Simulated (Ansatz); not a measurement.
```xyz
11

O    -0.493   -1.727   -1.391
Si   -0.202   -0.108   -1.363
N     0.592    0.447    0.059
Si   -0.054    0.534    1.660
H     0.259   -2.317   -1.332
H    -1.556    0.479   -1.464
H     0.676    0.296   -2.494
H     1.557    0.719   -0.059
H     0.565   -0.460    2.580
H    -1.507    0.255    1.552
H     0.162    1.882    2.251
```

Total charge 0; spin multiplicity 1.

(1) List the r2SCAN/def2-TZVPP orbital energies in eV (Ansatz). (Estimate.)

## Answers

(1) The calculation gave: Occupied: -1791.53, -1791.20, -515.76, -384.94, -141.85, -141.62, -96.73, -96.72, -96.69, -96.49, -96.47, -96.46, -26.37, -22.21, -14.48, -13.93, -12.40, -11.19, -9.79, -9.50, -8.92, -8.61, -8.46, -7.71, -6.71. Lowest empty: -0.24, 0.43, 1.12, 1.20, 1.46, 1.72, 2.21, 2.33.
